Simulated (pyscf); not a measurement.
**H₃C–Sb(CH₃)–CH₃ (SMILES [CH3][Sb]([CH3])[CH3]), singlet**

Gas-phase minimum from PySCF at ωB97X-D3(BJ)/def2-SVP, one conformer. 

SMILES: [CH3][Sb]([CH3])[CH3]
```xyz
13

C     -0.9114    -1.7632     0.1226
Sb     0.5174    -0.2010    -0.2999
C      0.7067     0.4163     1.7600
C     -0.9844     1.2736    -0.7800
H     -0.4068    -2.6156     0.6020
H     -1.6994    -1.3874     0.7924
H     -1.3712    -2.1142    -0.8135
H      1.2479     1.3728     1.8180
H     -0.2883     0.5368     2.2142
H      1.2731    -0.3375     2.3276
H     -1.4320     1.0493    -1.7600
H     -1.7749     1.2749    -0.0144
H     -0.5274     2.2736    -0.8281
```
Charge 0, spin multiplicity 1.

Bond lengths (Å): C1–Sb2 2.159, C1–H5 1.100, C1–H6 1.100, C1–H7 1.101, Sb2–C3 2.159, Sb2–C4 2.159, C3–H8 1.100, C3–H9 1.100, C3–H10 1.101, C4–H11 1.100, C4–H12 1.100, C4–H13 1.101. Angles (°): Sb2–C1–H5 110.0, Sb2–C1–H6 110.2, Sb2–C1–H7 109.9, H5–C1–H6 109.1, H5–C1–H7 108.4, H6–C1–H7 109.1, C1–Sb2–C3 94.5, C1–Sb2–C4 94.4, C3–Sb2–C4 94.5, Sb2–C3–H8 110.0, Sb2–C3–H9 110.2, Sb2–C3–H10 110.0, H8–C3–H9 109.1, H8–C3–H10 108.4 (the first ones only).

Properties at ωB97X-D3(BJ)/def2-SVP:

```yaml
harmonic_wavenumbers_unscaled: 118, 126, 126, 179, 179, 193, 543, 545, 545, 703, 735, 735, 835, 835, 842, 1243, 1243, 1261, 1440, 1445, 1445, 1452, 1452, 1459, 3070, 3072, 3072, 3185, 3185, 3185, 3187, 3187, 3187 cm⁻¹
zero_point_energy: 68.6 kcal/mol
rotational_symmetry_number: 3
Entropy of this conformer at 298 K and 1 atm, rigid rotor and harmonic oscillator, modes under 100 cm⁻¹ raised to 100: 354.6 J/(mol K)
dipole_moment: 0.59 D
```

Single-point totals, which compare only within one level:

```
level                   total energy (hartree)
----------------------  ----------------------
ωB97X-D3(BJ)/def2-TZVP              -360.19552
PBE/def2-TZVP                       -359.84736
r²SCAN/def2-TZVP                    -360.04624
B3LYP-D3(BJ)/def2-TZVP              -360.14241
PBE0-D3(BJ)/def2-TZVP               -359.89308
M06-2X/def2-TZVP                    -359.87697
ωB97M-D3(BJ)/def2-TZVP              -360.11032
```

Soft torsions are taken as harmonic, which can shift the entropy by several J/(mol K). Elements past Kr carry the def2 core potentials, without spin-orbit coupling.
